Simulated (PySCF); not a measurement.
**Calculated properties of `CCC[C@@H](C)OC(C)C`**

Species: C8H18O.
Structure used (GFN2-xTB), in Å, numbered top down from 1:
```xyz
27
C8H18O angstrom
C      2.920   -1.453   -1.479
C      1.729   -1.083   -0.606
C      1.625    0.426   -0.401
C      0.426    0.807    0.472
C      0.422    2.309    0.774
O     -0.747    0.433   -0.230
C     -1.878    0.118    0.563
C     -1.844   -1.345    1.015
C     -3.114    0.399   -0.286
H      2.965   -2.529   -1.630
H      2.842   -0.973   -2.452
H      3.850   -1.134   -1.013
H      0.807   -1.434   -1.069
H      1.826   -1.574    0.366
H      1.508    0.915   -1.369
H      2.536    0.802    0.068
H      0.486    0.253    1.421
H     -0.456    2.579    1.358
H      0.400    2.869   -0.158
H      1.310    2.584    1.336
H     -1.899    0.765    1.454
H     -2.703   -1.563    1.644
H     -1.862   -1.998    0.147
H     -0.938   -1.551    1.581
H     -3.089   -0.221   -1.179
H     -4.017    0.182    0.278
H     -3.124    1.441   -0.592
```

Some functional groups and rings: ether.

**GFN2-xTB geometry**

- Point group of the GFN2-xTB geometry: C1
- Rotational constants A, B, C of the GFN2-xTB geometry: 2.133, 0.886, 0.716 GHz

From PBE0/pcSseg-1 ground state and GIAO shieldings, non-relativistic (PySCF):

- Dipole moment: 1.19 D
- HOMO energy: -7.11 eV
- LUMO energy: 1.45 eV
- HOMO–LUMO gap: 8.56 eV
- Lowest Hirshfeld atomic charge: -0.13 e on C5/C8/C9
- Highest Hirshfeld atomic charge: +0.05 e on C4/C7
- 13C chemical shifts (computed TMS as zero) by class: 76.8 (C4), 72.0 (C7), 44.8 (C3), 26.2 (C9), 25.1 (C2), 22.9 (C8), 22.3 (C5), 16.9 (C1) ppm
- 1H chemical shifts (computed TMS as zero) by class: 3.50 (H21), 3.20 (H17), 1.98 (H13), 1.31 (H15), 1.18 (H25/H26/H27), 1.14 (H16), 1.10 (H18/H19/H20), 1.06 (H14), 1.05 (H22/H23/H24), 1.02 (H10/H11/H12) ppm
- Isotropic shieldings of nuclei other than C and H, by class: 245 (O6) ppm
- Mayer bond orders between heavy atoms: C1–C2 1.07, C2–C3 1.03, C3–C4 1.02, C4–C5 1.05, C4–O6 0.88, O6–C7 0.89, C7–C8 1.04, C7–C9 1.05

Monoisotopic mass from the formula: 130.1358 u.

The dipole matches unit charges of opposite sign 0.25 Å apart (1 e·Å = 4.8032 D). With B = h/(8π²I), that is 505.379 GHz u Å² over I, the principal moments of inertia are 236.9, 570.4 and 705.6 u Å² (most abundant isotopes). A dipole of 1.19 D is allowed in C1, and pure rotational transitions are dipole-allowed. The rotational constants make it an asymmetric top with κ = (2B − A − C)/(A − C) = -0.76, nearer the prolate limit (−1).

The structure is a single GFN2-xTB conformer in the gas phase; no vibrational or solvent corrections. NMR classes are plain means over equivalent atoms (diastereotopic ones count apart unless rotation or inversion swaps them), as if these changed places fast; in this geometry the members of some classes differ.
